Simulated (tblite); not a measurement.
Species: C3H17NSi4.
Geometry (GFN2-xTB, Å), atoms numbered from 1 in this order:
```xyz
25
C3H17NSi4 angstrom
C      3.2895   -0.8144    0.1418
Si     1.6234   -1.3389   -0.5997
Si     0.0299    0.1804    0.1995
Si     0.7242    2.4026   -0.0632
Si    -0.6283   -0.2576    2.4266
N     -1.3385    0.0079   -0.8785
C     -1.8238   -1.2963   -1.2474
C     -2.4161    0.9604   -0.8076
H      3.5809    0.1745   -0.1995
H      3.2436   -0.7846    1.2267
H      4.0827   -1.5024   -0.1321
H      1.8100   -1.4260   -2.0577
H      1.4016   -2.7360   -0.1787
H     -0.0348    3.3664    0.7457
H      0.6983    2.9393   -1.4271
H      2.1110    2.5246    0.3968
H      0.4480   -0.8312    3.2418
H     -1.0897    0.9409    3.1419
H     -1.7469   -1.2069    2.5250
H     -2.3435   -1.2378   -2.2080
H     -2.5284   -1.6982   -0.5064
H     -0.9916   -1.9891   -1.3451
H     -2.9504    0.9884   -1.7612
H     -3.1395    0.7043   -0.0209
H     -2.0227    1.9537   -0.6037
```

Method: GFN2-xTB as coded in tblite; computed harmonic values from a numerical Hessian at the method's own geometry, unscaled. The method is semi-empirical: single wavenumbers can be off by several per cent or more. Modes of hydrogen on silicon can be 10 to 20 % off. One conformer, not necessarily the lowest.

Harmonic wavenumbers (cm⁻¹): 27.5, 28.7, 47.7, 74.0, 76.2, 78.1, 99.6, 103.2, 132.0, 141.2, 161.7, 189.8, 195.9, 282.1, 283.6, 307.3, 357.0, 374.6, 387.4, 389.4, 407.3, 441.2, 465.9, 500.1, 566.5, 647.7, 677.8, 748.8, 760.4, 790.9, 810.4, 819.8, 820.7, 826.8, 832.4, 835.8, 841.1, 1015.1, 1055.8, 1087.4, 1129.6, 1196.5, 1274.3, 1378.5, 1421.1, 1432.7, 1484.1, 1493.4, 1500.1, 1502.1, 1504.6, 1513.2, 2135.9, 2170.1, 2182.7, 2190.0, 2198.6, 2214.7, 2222.9, 2225.7, 2867.5, 2871.7, 2949.5, 2953.5, 3024.5, 3032.5, 3032.7, 3037.1, 3047.0.

A = 916.1, B = 701.3, C = 660.3 MHz; mass 179.044 u (most abundant isotopes); point group C1, symmetry number 1.

Q: Zero-point energy?

A: Half the sum of the wavenumbers: 39938 cm⁻¹ = 114.19 kcal/mol.

Q: Give the ideal-gas entropy at 500 K and 1 bar in the rigid-rotor, harmonic-oscillator model (classical rotation).

A: Translation 44.05, rotation 32.55, vibration 96.66: S = 173.3 cal/(mol K).

Q: And Cp and H(500 K) − H(0)?

A: Cp = 82.27 cal/(mol K), of which vibrations give 74.33 (their classical limit is 69 R = 137.1); H(500 K) − H(0) = 26.14 kcal/mol without the zero-point energy, 22.17 from vibrations.

Q: What must be added to the electronic energy to get the Gibbs energy at 500 K and 1 bar?

A: ZPE + [H(500 K) − H(0)] − T·S = 114.19 + 26.14 − 86.63 = 53.70 kcal/mol.

Q: How do the functions run with temperature in this model?

A: 
```tsv
T (K)	S (cal/(mol K))	Cp (cal/(mol K))	H − H(0) (kcal/mol)	G − H(0) (kcal/mol)	ln q(vib)
50	68.6	21.8	0.71	-2.72	2.00
100	87.1	32.2	2.08	-6.63	5.26
298.15	136.3	61.4	11.52	-29.11	16.66
373.15	151.0	70.0	16.45	-39.89	20.42
750	210.2	100.2	49.09	-108.59	36.69
1000	240.9	112.5	75.77	-165.09	45.76
```

q(vib) and H(0) count from the zero-point level.

Hindered rotation and anharmonicity are outside this model. Other conformers, if any are populated, would add a mixing term that is left out. The structure is chiral; the term R ln 2 for an equal mix with its mirror image is left out.
